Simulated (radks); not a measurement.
Values are calculated unless marked as measured or tabulated.
Coulomb parameter of the 4d shell of the niobium ion Nb3+ in the model configuration [Kr] 4d1 5s1, as a second difference U = [E(n + 0.5) + E(n - 0.5) - 2 E(n)] / (0.5)^2 with all orbitals relaxed. "Bare": the charge of the atom changes with n. "Screened": the 5s shell takes up the change at fixed total charge, which measures U(4d,4d) + U(5s,5s) - 2 U(4d,5s). Code: a radial shooting solver on a logarithmic mesh with Libxc functionals. Model: scalar-relativistic Kohn-Sham, PBE, spin-unpolarised, spherical densities, finite nucleus; Fermi nuclear charge, rms radius 4.324 fm.

start: configuration [Kr] 4d1 5s1; E - E(n) (eV) 0.000
bare +0.5: configuration [Kr] 4d1.5 5s1; E - E(n) (eV) -15.322
bare -0.5: configuration [Kr] 4d0.5 5s1; E - E(n) (eV) 18.463
screened +0.5: configuration [Kr] 4d1.5 5s0.5; E - E(n) (eV) -3.049
screened -0.5: configuration [Kr] 4d0.5 5s1.5; E - E(n) (eV) 3.409

U(bare) = 12.565 eV, U(screened by 5s) = 1.440 eV, against the Slater integral F0(4d,4d) = 14.844 eV with frozen orbitals.
